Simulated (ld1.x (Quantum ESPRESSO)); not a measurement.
## Scattering properties, PAW potential for K (Z = 19)

potassium, PAW, made with ld1.x (Quantum ESPRESSO) 7.5 (LDA (PZ), scalar-relativistic). Core [Ne] 3s2, reference 3p6 3d1 4s0 4p0. Waves: 4s (bound, empty): rcut 2.45, rcutus 3.20 bohr; 4s channel at 3.65 Ry: rcut 2.45, rcutus 3.20 bohr; 3p (bound): rcut 2.00, rcutus 2.40 bohr; 4p (bound, empty): rcut 2.00, rcutus 2.40 bohr; 3d (bound): rcut 4.10, rcutus 4.65 bohr; 3d channel at 3.5 Ry: rcut 4.10, rcutus 4.65 bohr. Local part: all-electron potential smoothed inside 2.70 bohr (lloc = -2). Core correction: a·sin(br)/r model core, default radius (ld1.x builds one for every PAW set, though the input has nlcc=.false.). Augmentation charge: BESSEL, radius 2.10 bohr.

The phase is arctan(r·u′/u) with u = r·R(r), unwrapped; energies in Ry, scanned from -3 to 5 Ry. A pole is an energy at which the radial function vanishes at the test radius. The pseudo phase is shifted by a multiple of π to meet the all-electron one at the reference energy, and phase errors are pseudo minus all-electron; the curves can meet again beyond the range given. Levels narrower than the energy grid can be missing from the lists of poles.

```csv
channel,radius (bohr),reference energy (Ry),"poles, all-electron","poles, pseudo",unbroken range about the reference energy with phases within 0.05 rad,phase error 1 Ry above the reference energy (rad)
s,5.08,-0.23,"-2.69, 0.09, 2.06","-0.33, 0.12, 2.16",-0.3 to 0.5,+0.191
p,5.08,-0.11,"-1.49, 0.45, 2.49","-1.49, 0.45, 2.49",below 3.8,-0.000
d,5.08,-0.05,"0.12, 1.20, 3.21","0.18, 3.15, 4.66",below 0.0,+2.436
```

Note: ghost state, extra bound levels that the all-electron valence spectrum of the same l lacks: s at -4.6 eV. A true bound ghost makes a file unfit for plane-wave use.

Phases in the p channel:

```
E (Ry)  all-electron   pseudo
 -3.00         1.453    1.453
 -2.52         1.441    1.441
 -2.04         1.425    1.425
 -1.56         1.397    1.397
 -1.08        -1.780   -1.780
 -0.60        -1.881   -1.881
 -0.12        -2.732   -2.732
  0.36        -4.659   -4.659
  0.84        -4.889   -4.889
  1.32        -6.088   -6.094
  1.80        -7.680   -7.681
  2.28        -7.820   -7.821
  2.76        -7.892   -7.893
  3.24        -7.980   -7.982
  3.72        -8.365   -8.393
  4.20       -10.720  -10.731
  4.68       -10.908  -10.911
```
